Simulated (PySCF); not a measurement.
Relaxation of singlet H₃VO

Computed with PBE0/[V def2-TZVP, O def2-TZVP, H def2-TZVP], no relativity, density fitting, PySCF. A (50,194) grid was used.

A start displaced from a saddle point along its imaginary mode, of Cs symmetry, held to at least that symmetry:

```xyz
5
charge 0 multiplicity 1, angstrom
V    -0.0008    0.2909    0.0000
O    -0.0005   -1.2880    0.0000
H     0.9941    1.8703    0.0000
H     0.1200    2.1156    0.0000
H    -1.0668    1.7535    0.0000
```

(1) What forces act on the atoms at the start (eV/Å)?

(2) What does it relax to?

(3) How much energy is released, and in how many steps?

## Answers

(1) 
```
atom     Fx     Fy    Fz
  V1  -0.16  -0.08  0.00
  O2  -0.03   0.02  0.00
  H3   0.29   0.12  0.00
  H4   0.22   0.23  0.00
  H5  -0.31  -0.30  0.00
```

(2) It ends at Cs with H–H 0.767 Å, V–H 1.708 Å, V–H 2.074 Å, V–H 2.180 Å, V–O 1.556 Å; H–H–V 71.9°, H–H–V 87.5°, H–V–H 20.6°, H–V–H 102.8°, H–V–H 123.4°, H–V–O 116.6°, H–V–O 120.0°, H–V–O 137.2° (after a last refinement on a finer grid). A frequency run shows 1 imaginary mode, down to 248i cm⁻¹, so it is a saddle point. Other isomers or separated fragments may lie lower.

(3) 40.2 kJ/mol in 20 steps.

Stability towards spin polarisation was not tested.

The relaxation took 32 s on 2 threads of a shared Arm Neoverse V1 host, with 94 basis functions and 21 gradients; the process peaked at 1.3 GiB.
